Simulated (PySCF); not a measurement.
PySCF job for C3H7Si, SMILES [SiH]1CCC1, multiplicity 2, B3LYP/pcH-1. Geometry optimised at PBE0-D3(BJ)/def2-SVP. The isomer is the one that the SMILES or the coordinates give; other isomers of the formula were not compared.

```python
import numpy as np
from pyscf import gto, scf, dft
from pyscf.prop.hfc import uks as hfc

mol = gto.M(
    atom='''
    C     1.23798110    0.25593884   -0.00000001
    C     0.36031314   -0.16414204    1.20887958
    Si   -1.11300302   -0.04255228    0.00000001
    C     0.36031310   -0.16414204   -1.20887959
    H     1.37184039    1.34944425   -0.00000002
    H     2.24614664   -0.19590533   -0.00000002
    H     0.56019743   -1.20489771    1.50878462
    H     0.40853132    0.47523568    2.10135291
    H    -1.72504622    1.33558854    0.00000002
    H     0.40853126    0.47523567   -2.10135290
    H     0.56019739   -1.20489772   -1.50878462
    ''',
    basis='pcH-1',
    charge=0,
    spin=1,
    max_memory=1600,
    verbose=3,
)
mf = dft.UKS(mol, xc='b3lyp').density_fit(auxbasis='def2-universal-jkfit')
mf.grids.level = 3
mf.conv_tol = 1e-10
mf.max_cycle = 100
mf.kernel()
fine, coarse = mf.grids, dft.Grids(mol).set(level=1).build(with_non0tab=True)
for _ in range(3):  # follow internal instabilities
    mf.grids = coarse
    mo, _, stable, _ = mf.stability(return_status=True, nroots=4)
    mf.grids = fine
    if stable:
        break
    mf.kernel(mf.make_rdm1(mo, mf.mo_occ))
A = hfc.HFC(mf).make_fcdip(mf.make_rdm1())  # Fermi contact and dipolar terms, MHz
print('atom   A(iso)/MHz   principal dipolar parts/MHz')
for i, a in enumerate(A):
    w = np.linalg.eigvalsh((a + a.T) / 2)
    print(f'{mol.atom_symbol(i):2s}{i + 1:3d} {w.mean():12.2f}', (w - w.mean()).round(2))
```

It prints:

```

WARN: HOMO -0.174090296893425 >= LUMO -0.174090296893439

converged SCF energy = -407.980622660224  <S^2> = 0.75130064  2S+1 = 2.0013002
<class 'pyscf.df.df_jk.DFUKS'> wavefunction is stable in the internal stability analysis
atom   A(iso)/MHz   principal dipolar parts/MHz
C   1        31.61 [-2.9  -1.76  4.65]
C   2        14.79 [-8.77 -8.01 16.78]
Si  3      -442.53 [-161.35   80.51   80.84]
C   4        14.79 [-8.77 -8.01 16.78]
H   5        -0.81 [-2.42 -1.43  3.85]
H   6        59.08 [-1.79 -1.12  2.91]
H   7         5.13 [-5.02 -2.71  7.72]
H   8         4.55 [-4.96 -0.83  5.79]
H   9        75.72 [-8.1   0.66  7.44]
H  10         4.55 [-4.96 -0.83  5.79]
H  11         5.13 [-5.02 -2.71  7.72]
```

Self-consistency was reached.

Cost: roughly 2.6 core-minutes.
